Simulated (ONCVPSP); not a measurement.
## Before and after: ONCV potential for He (Z = 2)

| Property | Result |
| --- | --- |
| Element | helium (He) |
| Generator | ONCVPSP 4.0.1 |
| Type | optimised norm-conserving Vanderbilt (ONCV) |
| Functional | PBE |
| Relativity | scalar-relativistic |
| Frozen core | none |
| Valence charge | 2 |
| Reference configuration | 1s2 |
| Partial waves | 1s: rc 0.40 bohr, ncon 3, nbas 7, qcut 18.3 1/bohr, 3 projectors, debl 2.6 Ha; p scattering state at 0.37 Ha: rc 0.45 bohr, ncon 5, nbas 10, qcut 21.9 1/bohr, 3 projectors, debl 2.4 Ha |
| Local potential | polynomial inside 0.35 bohr (lpopt 5, dvloc0 0 Ha) |
| Core correction | none |

All-electron outer shells of the reference configuration (PBE, scalar-relativistic, ld1.x):

```
shell  level (eV)  outermost node (bohr)  outermost maximum (bohr)
   1s      -15.76                      –                      0.56
```

Change: all radii scaled by about 1.34 (s 0.54, p 0.60 bohr); local potential polynomial inside 0.46 bohr (lpopt 5, dvloc0 0 Ha).

Cutoffs: the cutoffs (Ha) at which the residual kinetic energy of the hardest occupied pseudo-wave falls to 1 and 0.1 mHa per electron; they do not see the model core or the augmentation charge, which bear on the density cutoff. Errors are all-electron minus pseudo energies relative to the spin-unpolarised reference configuration.

**Question.** What does the change do?

**Answer.** The potential gets softer (113 Ha and 158 Ha → 91 Ha and 122 Ha); neither file shows a bound ghost. A larger radius leaves more room for a smooth pseudo-wave, so fewer plane waves are needed.

```csv
quantity,base,changed
"cutoff, loose",113 Ha,91 Ha
"cutoff, tight",158 Ha,122 Ha
bound ghosts,none,none
GHOST(+) flags under 300 eV,none,none
"largest miss of a reference level, eV",0.08,0.01
"error for 1s1, meV [ΔE 26.96 eV]",-120,-8.5
"error for 1s1.5, meV [ΔE 10.55 eV]",-51,-4.8
```
